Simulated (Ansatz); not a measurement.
`O[SiH](F)[SiH2]I` + CH₃OH → `CO[SiH](O)F` + `[SiH3]I`  (cleavage of the Si–Si bond)

Program: Ansatz. Geometries: PBE0-D4/def2-TZVP. ΔE: electronic, gas phase. CCSD(T)/CBS adds triple-zeta CCSD(T) − MP2 to the extrapolated MP2 energy (def2 sets, frozen cores). This one scheme is used for every species. def2 core potentials past Kr. For I outer-core shells are correlated without core-valence functions, which leaves a few kJ/mol of doubt a bond. One conformer a species, not always the lowest.

```tsv
species	HF/def2-SVP energy (Eh)
`O[SiH](F)[SiH2]I`	-1050.96719
CH₃OH	-114.95431
`CO[SiH](O)F`	-578.70785
`[SiH3]I`	-587.27057
```

Work out ΔE.

ΔE = (-578.70785) + (-587.27057) − (-1050.96719) − (-114.95431) = -0.05692 Eh = -149.4 kJ/mol. CCSD(T)/CBS gives -126.7 kJ/mol.

What do rigid-rotor, harmonic-oscillator terms from PBE0-D4/def2-TZVP frequencies (298.15 K, 1 bar) make of the CCSD(T)/CBS value? (An estimate is asked.)

The calculation gave: ΔZPE = -5.3 kJ/mol, ΔH = -133.0 kJ/mol, ΔS = -5 J/(mol·K), ΔG = -131.5 kJ/mol. Modes under 50 cm⁻¹ make the entropy rough.

Largest T1 diagnostic among the species: 0.011.

From BLYP to BHLYP (50 % exact exchange), in def2-TZVPP and without D4, ΔE moves by −19.7 kJ/mol. At CCSD(T), def2-SVP lies −3.1 kJ/mol from the extrapolated value and def2-TZVPP −4.1 kJ/mol.
